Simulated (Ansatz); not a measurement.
The same path of ClFH4HfO3 (10 atoms, charge 0, multiplicity 1) was run twice with different band settings. Lost on the way: Hf1–Cl2, F9–H10. Made: Cl2–H10.

Method: RKS PBE/def2-SVP (Ansatz).

Relaxed end points:

```xyz
10
Properties=species:S:1:pos:R:3
Hf 0.022 -0.012 0.206
Cl 0.080 -0.044 2.716
O 1.709 -0.240 -0.727
H 2.225 -0.833 -1.292
O -1.185 1.230 -0.659
H -1.424 1.921 -1.291
O -0.850 -1.712 -0.038
H -1.542 -2.364 -0.205
F 1.058 1.957 1.110
H 0.885 1.567 1.999
```

```xyz
10
Properties=species:S:1:pos:R:3
Hf -0.136 0.397 -0.213
Cl 1.437 -0.476 3.158
O 1.609 -0.124 -0.849
H 2.455 -0.515 -1.095
O -1.032 1.446 -1.567
H -1.510 1.730 -2.355
O -1.225 -1.130 0.238
H -1.562 -1.992 0.511
F 0.066 1.551 1.376
H 0.873 0.584 2.613
```

Common settings: movable images 5; climbing image yes; optimiser quadratic models (default); start path through a guess of the saddle point; force threshold 0.03 eV/Å; iteration limit 60; end points relaxed.

| run | spring |
| --- | --- |
| 1 | 5.0 eV/Å² |
| 2 | 50.0 eV/Å² |

(1) What does each run give, and how far can it be trusted?

Results:

(1) Run 1: converged after 22 iterations, highest image 0.167 eV above the first end. A vibrational analysis at the climbing image gives one clearly imaginary mode, 142i cm⁻¹: a first-order saddle point.
Run 2: converged after 43 iterations, highest image 0.165 eV above the first end. Another band between the same ends (5 images) ends at a top of the same energy, where a vibrational analysis finds 1 clearly imaginary mode.
The orbitals stay closed-shell, which can raise the energy where a bond breaks towards radicals; this wasn't checked here.
